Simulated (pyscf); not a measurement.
[H₂N–B–Cl]•, doublet

Gas-phase minimum from PySCF at ωB97X-D3(BJ)/def2-SVP, one conformer. Other isomers of [H₂N–B–Cl]• were not searched in full and may lie lower. 

```xyz
5

N     -1.3124     0.1085    -0.0233
B     -1.4963    -1.0457     0.7199
Cl    -0.4229    -2.4365     0.6416
H     -1.9411     0.8999     0.0348
H     -0.5380     0.2319    -0.6707
```
Charge 0, spin multiplicity 2.

Bond lengths (Å): N1–B2 1.385, N1–H4 1.012, N1–H5 1.017, B2–Cl3 1.759. Bond angles (°): B2–N1–H4 122.6, B2–N1–H5 122.9, H4–N1–H5 114.5, N1–B2–Cl3 123.7.

Properties at ωB97X-D3(BJ)/def2-SVP:

```
Quantity                                                                                                                                                              Value
---------------------------------------------------------------------------------------------------------------------  ----------------------------------------------------
Harmonic wavenumbers, unscaled                                                                                         337, 532, 553, 714, 994, 1368, 1583, 3595, 3721 cm⁻¹
Zero-point energy                                                                                                                                             19.2 kcal/mol
Rotational symmetry number                                                                                                                                                1
Entropy of this conformer at 298 K and 1 atm, rigid rotor and harmonic oscillator, modes under 100 cm⁻¹ raised to 100                                       271.6 J/(mol K)
Dipole moment                                                                                                                                                        2.83 D
Spin expectation value S2                                                                                                                                             0.752
```

Single-point totals, which compare only within one level (frozen core for MP2 and CC):

| level | total energy (hartree) |
|---|---|
| ωB97X-D3(BJ)/def2-TZVP | -541.10156 |
| PBE/def2-TZVP | -540.76906 |
| r²SCAN/def2-TZVP | -540.98968 |
| B3LYP-D3(BJ)/def2-TZVP | -541.08976 |
| PBE0-D3(BJ)/def2-TZVP | -540.81684 |
| M06-2X/def2-TZVP | -541.01670 |
| ωB97M-D3(BJ)/def2-TZVP | -541.13561 |
| UHF/def2-TZVPP | -539.87427 |
| MP2/def2-TZVPP | -540.34923 |
| CCSD/def2-TZVPP | -540.37771 |
| CCSD(T)/def2-TZVPP | -540.39889 |

The CCSD(T) − MP2 part came from Ansatz, without density fitting, on the same reference.
